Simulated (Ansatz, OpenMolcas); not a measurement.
**A ladder of methods for GaBr (SMILES [Ga][Br])**

GaBr has 2 atoms, charge 0, and is taken as a singlet. As SMILES, `[Ga][Br]`. The shape is that of a PBE0-D4/def2-TZVP optimisation.

```xyz
2

Ga    0.0000    0.0000    0.0138
Br    0.0000    0.0000    2.3881
```

Quantity: the HOMO–LUMO gap, in eV. The values are calculated.

```csv
level,kind,program,value (eV),CPU time
HF/aug-cc-pVTZ,Hartree–Fock,OpenMolcas,9.77,26 s
SVWN5/aug-cc-pVTZ,LDA,Ansatz,3.85,6.5 s
PBE/aug-cc-pVTZ,GGA,OpenMolcas,3.86,39 s
revPBE/aug-cc-pVTZ,GGA,Ansatz,3.87,8.6 s
r2SCAN/aug-cc-pVTZ,meta-GGA,OpenMolcas,4.27,45 s
M06-2X/aug-cc-pVTZ,hybrid meta-GGA,OpenMolcas,?,38 s
PBE0/aug-cc-pVTZ,global hybrid,OpenMolcas,5.50,38 s
r2SCAN0/aug-cc-pVTZ,hybrid meta-GGA,Ansatz,?,22 s
```

Problem. Estimate what the levels marked ? give.

Solution. As computed at these levels: M06-2X/aug-cc-pVTZ: 7.04 eV; r2SCAN0/aug-cc-pVTZ: 5.79 eV. All-electron rows without a relativistic Hamiltonian named are non-relativistic. The values span 3.85 to 9.77 eV. Orbital gaps aren't excitation energies; they tend to grow with the share of exact exchange. Times are those of the runs behind each value, whatever else they computed, on shared processors of several kinds: orders of magnitude only.
